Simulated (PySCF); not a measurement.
C₂H₅IZn, SMILES C[CH2][Zn][I].

The structure is a stationary point at PBE0-D3(BJ)/def2-SVP. The structure was generated by enumeration; whether it is a known compound was not checked. The def2 effective core potentials stand for the cores of I; spin–orbit coupling is left out. The values are those of a single conformer.

Calculation: PySCF 2.14.0 with PBE0-D3(BJ)/def2-SVP.

Frequencies are harmonic and unscaled.

```json
[
 {"mode": "1", "ν (cm⁻¹)": "60", "IR (km/mol)": "1.5", "moving atoms (share of kinetic energy)": "Zn 44 %, C 31 %, H 15 %, I 10 %"},
 {"mode": "2", "ν (cm⁻¹)": "85", "IR (km/mol)": "2.4", "moving atoms (share of kinetic energy)": "Zn 41 %, H 33 %, C 21 %"},
 {"mode": "3", "ν (cm⁻¹)": "202", "IR (km/mol)": "8.9", "moving atoms (share of kinetic energy)": "C 43 %, I 27 %, Zn 19 %, H 12 %"},
 {"mode": "4", "ν (cm⁻¹)": "242", "IR (km/mol)": "1.3", "moving atoms (share of kinetic energy)": "H 86 %, C 11 %"},
 {"mode": "5", "ν (cm⁻¹)": "263", "IR (km/mol)": "16.8", "moving atoms (share of kinetic energy)": "Zn 43 %, C 30 %, I 15 %, H 13 %"},
 {"mode": "6", "ν (cm⁻¹)": "541", "IR (km/mol)": "24.1", "moving atoms (share of kinetic energy)": "C 57 %, Zn 23 %, H 20 %"},
 {"mode": "7", "ν (cm⁻¹)": "630", "IR (km/mol)": "24.7", "moving atoms (share of kinetic energy)": "H 81 %, C 18 %"},
 {"mode": "8", "ν (cm⁻¹)": "936", "IR (km/mol)": "2.0", "moving atoms (share of kinetic energy)": "H 92 %, C 8 %"},
 {"mode": "9", "ν (cm⁻¹)": "966", "IR (km/mol)": "5.7", "moving atoms (share of kinetic energy)": "H 86 %, C 14 %"},
 {"mode": "10", "ν (cm⁻¹)": "1053", "IR (km/mol)": "8.7", "moving atoms (share of kinetic energy)": "C 75 %, H 25 %"},
 {"mode": "11", "ν (cm⁻¹)": "1204", "IR (km/mol)": "23.5", "moving atoms (share of kinetic energy)": "H 64 %, C 36 %"},
 {"mode": "12", "ν (cm⁻¹)": "1244", "IR (km/mol)": "1.9", "moving atoms (share of kinetic energy)": "H 77 %, C 23 %"},
 {"mode": "13", "ν (cm⁻¹)": "1395", "IR (km/mol)": "6.7", "moving atoms (share of kinetic energy)": "H 82 %, C 18 %"},
 {"mode": "14", "ν (cm⁻¹)": "1432", "IR (km/mol)": "1.5", "moving atoms (share of kinetic energy)": "H 89 %, C 11 %"},
 {"mode": "15", "ν (cm⁻¹)": "1472", "IR (km/mol)": "1.8", "moving atoms (share of kinetic energy)": "H 97 %"},
 {"mode": "16", "ν (cm⁻¹)": "1479", "IR (km/mol)": "8.4", "moving atoms (share of kinetic energy)": "H 97 %"},
 {"mode": "17", "ν (cm⁻¹)": "3040", "IR (km/mol)": "45.6", "moving atoms (share of kinetic energy)": "H 97 %"},
 {"mode": "18", "ν (cm⁻¹)": "3061", "IR (km/mol)": "11.9", "moving atoms (share of kinetic energy)": "H 95 %"},
 {"mode": "19", "ν (cm⁻¹)": "3114", "IR (km/mol)": "1.2", "moving atoms (share of kinetic energy)": "H 91 %, C 9 %"},
 {"mode": "20", "ν (cm⁻¹)": "3121", "IR (km/mol)": "18.3", "moving atoms (share of kinetic energy)": "H 91 %, C 9 %"},
 {"mode": "21", "ν (cm⁻¹)": "3142", "IR (km/mol)": "23.9", "moving atoms (share of kinetic energy)": "H 91 %, C 9 %"}
]
```
